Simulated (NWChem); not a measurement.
System: CH₃FOZr; SMILES [F][Zr]([CH3])=[O]

def2 effective core potentials on Zr; no spin-orbit coupling.

Task: Give the equilibrium geometry at PBE0/def2-SVP with def2 effective core potentials on Zr (NWChem) as a list of bonds and angles, with the point group.

Result: point group C1; any orientation.
Bond lengths (Å): Zr1–O2 1.738, Zr1–F3 1.929, Zr1–C4 2.243, C4–H5 1.105, C4–H6 1.106, C4–H7 1.105. Bond angles (°): O2–Zr1–F3 111.5, O2–Zr1–C4 106.4, F3–Zr1–C4 111.8, Zr1–C4–H5 109.3, Zr1–C4–H6 113.9, Zr1–C4–H7 112.2, H5–C4–H6 107.0, H5–C4–H7 105.8, H6–C4–H7 108.2.
